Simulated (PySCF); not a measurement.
One of the candidates below gave these computed data.

All candidates are C9H13P.

* Dipole: 1.32 D [PBE0/pcSseg-1]
* 13C NMR: chemical shifts (computed TMS as zero) by class: 157.7 (1 C), 156.7 (1 C), 144.4 (1 C), 140.2 (1 C), 138.5 (1 C), 123.3 (1 C), 16.0 (1 C), 16.0 (1 C), 14.1 (1 C) ppm [GIAO PBE0/pcSseg-1]
* Rotational structure: rotational constants A, B, C: 1.624, 0.951, 0.657 GHz [GFN2-xTB]
* NMR, other nuclei: isotropic shieldings of nuclei other than C and H, by class: 341 (1 P) ppm [GIAO PBE0/pcSseg-1]
* 1H NMR: chemical shifts (computed TMS as zero) by class: 6.99 (1 H), 6.84 (1 H), 6.08 (1 H), 5.54 (1 H), 2.23 (3 H), 2.13 (3 H), 1.26 (3 H) ppm [GIAO PBE0/pcSseg-1]

Electronic properties: PySCF, gas phase, density fitting. Levels stand in brackets. Geometry: GFN2-xTB, one conformer, isolated molecule. GFN2-xTB frequencies show an imaginary mode (97i cm⁻¹), so this geometry is no minimum at that level. Each NMR value is the plain mean over a class of atoms that symmetry, rotation or inversion makes alike.

Question: Which candidate is it?
A. `C=Cc1cp(C)c(C)c1C`
B. `C=Cc1c(C)c(C)cp1C`
C. `CCCPc1ccccc1`

Answer: A. It is `C=Cc1cp(C)c(C)c1C`. Numbering: `[CH2:1]=[CH:2][c:3]1[cH:4][p:5]([CH3:6])[c:7]([CH3:8])[c:9]1[CH3:10]`. 9 carbons fall into 9 classes; from least to most shielded: unsaturated ring carbon [C3] (157.7 ppm), unsaturated ring carbon [C7] (156.7 ppm), unsaturated ring carbon [C9] (144.4 ppm), alkene CH carbon [C2] (140.2 ppm), unsaturated ring CH carbon [C4] (138.5 ppm), terminal =CH2 carbon [C1] (123.3 ppm), carbon bonded to C and 3 H [C10] (16.0 ppm), carbon bonded to C and 3 H [C8] (16.0 ppm), methyl carbon [C6] (14.1 ppm). Hydrogen classes from least to most shielded: 1 H on an unsaturated ring CH carbon, C4 (6.99 ppm), 1 H on an alkene CH carbon, C2 (6.84 ppm), 1 H on a terminal =CH2 carbon, C1 (6.08 ppm), 1 H on a terminal =CH2 carbon, C1 (5.54 ppm), 3 H on a carbon bonded to C and 3 H, C8 (2.23 ppm), 3 H on a carbon bonded to C and 3 H, C10 (2.13 ppm, a mean of values up to 0.6 ppm apart in this geometry), 3 H on a methyl carbon, C6 (1.26 ppm, a mean of values up to 0.9 ppm apart in this geometry). The other shieldings belong to: 341 ppm, ring phosphorus [P5]. The optimised geometry has point group C1 and is an asymmetric top.

The others, at the same levels:
- `CCCPc1ccccc1` fails: it has 7 carbon classes against 9; its computed 13C shifts are 147.0 (1 C), 138.1 (2 C), 134.0 (2 C), 132.7 (1 C), 37.4 (1 C), 26.2 (1 C), 19.1 (1 C) ppm, 1H shifts are 7.78 (2 H), 7.58 (2 H), 7.52 (1 H), 3.98 (1 H), 1.75 (2 H), 1.50 (2 H), 1.13 (3 H) ppm and rotational constant A is 2.625 GHz (against 1.624 GHz).
- `C=Cc1c(C)c(C)cp1C` fails: its computed 13C shifts are 160.5 (1 C), 157.2 (1 C), 148.4 (1 C), 142.2 (1 C), 138.1 (1 C), 121.0 (1 C), 20.9 (1 C), 16.2 (1 C), 15.5 (1 C) ppm, smallest rotational constant is 0.694 GHz (against 0.657 GHz) and dipole moment is 1.75 D (against 1.32 D).

Each candidate is one conformer, not necessarily the lowest. Dipoles, sizes and rotational constants follow the conformer. The torsions of the flexible species, by atom-mapped SMILES:
- `[CH2:1]=[CH:2][c:3]1[cH:4][p:5]([CH3:6])[c:7]([CH3:8])[c:9]1[CH3:10]`: C1–C2–C3–C4 25°
- `[CH3:1][CH2:2][CH2:3][PH:4][c:5]1[cH:6][cH:7][cH:8][cH:9][cH:10]1`: C1–C2–C3–P4 -178°, C2–C3–P4–C5 -166°, C3–P4–C5–C6 -80°
- `[CH2:1]=[CH:2][c:3]1[c:4]([CH3:5])[c:6]([CH3:7])[cH:8][p:9]1[CH3:10]`: C1–C2–C3–C4 -167°
